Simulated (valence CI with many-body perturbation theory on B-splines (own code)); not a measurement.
Dy33+: E2, M1, M2 decay

Calculated by configuration interaction combined with many-body perturbation theory (CI+MBPT): five valence electrons over a frozen Dirac-Fock core [Ar] 3d10, a basis of 11 s, 11 p, 10 d, 8 f, 5 g, 2 h functions for each j, with the one-electron correlation potential Σ1 (screened to all orders), the two-electron term Σ2, the three-electron term Σ3, Breit, model QED; selected single and double excitations, second order for the rest, scaled by the run's own slope (own B-spline code, finite nucleus).

No measured spectrum was set against this ion. As an estimate, large intervals hold to a few tenths of a per cent, small ones and those within an open d or f shell to about a per cent. Among the levels kept, up to 2100 cm⁻¹ of a level comes from second order outside the variational space, and about a tenth of that is noise between levels of different J, which matters for small intervals.

Lines 1 to 19 of 19 in falling wavelength, among levels below 3124.6 × 10³ cm⁻¹, chosen from the decays that carry over 1 % of a level's rate. Wavelengths and rates use the calculated energies. Electric multipoles are in the length gauge, E1 and E2 with the static RPA response of the core. Weak lines are less certain than strong ones. Lines between different terms over intervals too small for the method are left out, as are lines whose strength nearly cancels. Branching is blank where the lifetime is uncertain.

Levels are named by their leading jj configuration (3d3/2^4 stands for four electrons in 3d with j = 3/2), which in mixed levels can hold well under half, so a name can repeat and another be missing. Letters in brackets count levels of one name in rising energy.

| λ vac (Å) | Upper | Lower | Type | A (s⁻¹) | Branch % |
| --- | --- | --- | --- | --- | --- |
| 2510 | (4s^2 4p1/2 4p3/2 4d5/2) J=9/2 | (4s^2 4p1/2 4p3/2 4d5/2) J=7/2 [a] | M1 | 2.87e+02 |  |
| 1098 | (4s^2 4p1/2 4p3/2 4d5/2) J=9/2 | (4s^2 4p1/2 4p3/2 4d3/2) J=7/2 | M1 | 9.15e+03 |  |
| 323.6 | (4s^2 4p3/2^2 4d5/2) J=9/2 | (4s^2 4p1/2 4p3/2 4d5/2) J=7/2 [b] | M1 | 2.63e+05 | 21.1 |
| 283.0 | (4s^2 4p1/2 4p3/2 4d5/2) J=9/2 | (4s^2 4p1/2^2 4d5/2) J=5/2 | E2 | 5.10e+03 |  |
| 269.0 | (4s^2 4p1/2 4p3/2^2) J=3/2 | (4s^2 4p1/2^2 4p3/2) J=3/2 | M1 | 1.03e+06 | 99.6 |
| 264.6 | (4s^2 4p3/2^3) J=3/2 | (4s^2 4p1/2 4p3/2^2) J=1/2 | M1 | 2.61e+05 | 11.8 |
| 254.4 | (4s^2 4p3/2^2 4d5/2) J=9/2 | (4s^2 4p1/2 4p3/2 4d5/2) J=9/2 | M1 | 4.88e+05 | 39.2 |
| 244.7 | (4s^2 4p1/2 4p3/2^2) J=5/2 | (4s^2 4p1/2^2 4p3/2) J=3/2 | M1 | 1.86e+05 | 90.0 |
| 244.7 | (4s^2 4p1/2 4p3/2^2) J=5/2 | (4s^2 4p1/2^2 4p3/2) J=3/2 | E2 | 2.03e+04 | 9.8 |
| 235.6 | (4s^2 4p3/2^3) J=3/2 | (4s^2 4p1/2 4p3/2^2) J=5/2 | M1 | 3.51e+05 | 15.9 |
| 235.6 | (4s^2 4p3/2^3) J=3/2 | (4s^2 4p1/2 4p3/2^2) J=5/2 | E2 | 4.38e+04 | 2.0 |
| 231.0 | (4s^2 4p3/2^2 4d5/2) J=9/2 | (4s^2 4p1/2 4p3/2 4d5/2) J=7/2 [a] | M1 | 4.12e+05 | 33.1 |
| 219.7 | (4s^2 4p1/2 4p3/2^2) J=1/2 | (4s^2 4p1/2^2 4p3/2) J=3/2 | M1 | 7.56e+05 | 96.9 |
| 219.7 | (4s^2 4p1/2 4p3/2^2) J=1/2 | (4s^2 4p1/2^2 4p3/2) J=3/2 | E2 | 2.44e+04 | 3.1 |
| 216.8 | (4s^2 4p3/2^3) J=3/2 | (4s^2 4p1/2 4p3/2^2) J=3/2 | M1 | 1.53e+06 | 69.4 |
| 206.6 | (4s^2 4p3/2^2 4d5/2) J=9/2 | (4s^2 4p1/2 4p3/2 4d3/2) J=7/2 | M1 | 3.70e+04 | 3.0 |
| 190.8 | (4s^2 4p1/2 4p3/2 4d5/2) J=9/2 | (4s 4p1/2^2 4p3/2^2) J=5/2 | E2 | 2.29e+03 |  |
| 109.0 | (4s^2 4p3/2^2 4d5/2) J=9/2 | (4s 4p1/2^2 4p3/2^2) J=5/2 | E2 | 1.58e+04 | 1.3 |
| 90.80 | (4s^2 4p1/2 4p3/2 4d5/2) J=9/2 | (4s^2 4p1/2 4p3/2^2) J=5/2 | M2 | 2.90e+03 |  |
